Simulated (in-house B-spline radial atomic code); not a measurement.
Values are calculated unless marked as measured or tabulated.
**Correlation energy from the adiabatic connection: −Z/r, Z = 1.34, wall at 5.12 bohr**

Two electrons in a singlet, external potential −Z/r, Z = 1.34, wall at 5.12 bohr (atomic units). Full CI in B-splines (partial waves to l = 8, correlation up to 0.6 % small) with the density held fixed gives W(λ) = <V_ee>_λ − U, and E_c is the integral of W(λ) − W(0) from 0 to 1.

```json
{"λ": "0", "W(λ) − W(0) (hartree)": "0.00000"}
{"λ": "0.02", "W(λ) − W(0) (hartree)": "-0.00193"}
{"λ": "0.05", "W(λ) − W(0) (hartree)": "-0.00478"}
{"λ": "0.12", "W(λ) − W(0) (hartree)": "-0.01119"}
{"λ": "0.25", "W(λ) − W(0) (hartree)": "-0.02230"}
{"λ": "0.4", "W(λ) − W(0) (hartree)": "-0.03396"}
{"λ": "0.6", "W(λ) − W(0) (hartree)": "-0.04787"}
{"λ": "0.8", "W(λ) − W(0) (hartree)": "-0.06017"}
{"λ": "1", "W(λ) − W(0) (hartree)": "-0.07111"}
```

**Question.** Integrate the table by the trapezoid rule.

**Answer.** The strips give -0.00002, -0.00010, -0.00056, -0.00218, -0.00422, -0.00818, -0.01080, -0.01313, which sum to -0.03919 hartree. The direct value, W(1) − W(0) + T_c with T_c = 0.03182, is -0.03929; the curve is convex, so chords lie above it and the trapezoids fall short in size by 0.26 %.

**Question.** Now use only three numbers: W(0) = -0.64198, the initial slope W'(0) = -0.0973 (extrapolated from the first points) and the strong-coupling limit of the point-charge-plus-continuum model, W∞ = -0.88217. What do second-order theory and the interpolation W(λ) = W∞ + (W(0) − W∞)/√(1 + 2χλ) of Seidl, Perdew and Levy give?

**Answer.** Second order keeps the slope alone: E_c = W'(0)/2 = -0.04865, +24 % in size against -0.03929. Matching the slope fixes χ = W'(0)/(W∞ − W(0)) = -0.0973/(-0.24019) = 0.40510. Integrating, with s = √(1 + 2χ) = 1.345434, E_c = −(W(0) − W∞)(s − 1)/(s + 1) = −0.24019 × 0.345434/2.345434 = -0.03538 hartree, -10.0 % in size against the full result. At λ = 1 the formula gives W − W(0) = -0.06167 against -0.07111. Part of the miss can come from the model's W∞.
